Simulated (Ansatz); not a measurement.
Species: C4H5BOS, SMILES `Bc1sccc1O` (charge 0, multiplicity 1), formula C₄H₅BOS.

**Question.** How many basis functions does frozen-core CCSD(T)/cc-pVTZ // PBE0-D3(BJ)/def2-SVP (Ansatz, a first-principles code) use, how many core orbitals are frozen, and how many electrons are correlated?

**Answer.** 284 basis functions and 11 frozen orbitals, which leaves 36 correlated electrons. Core time is of the order of minutes.
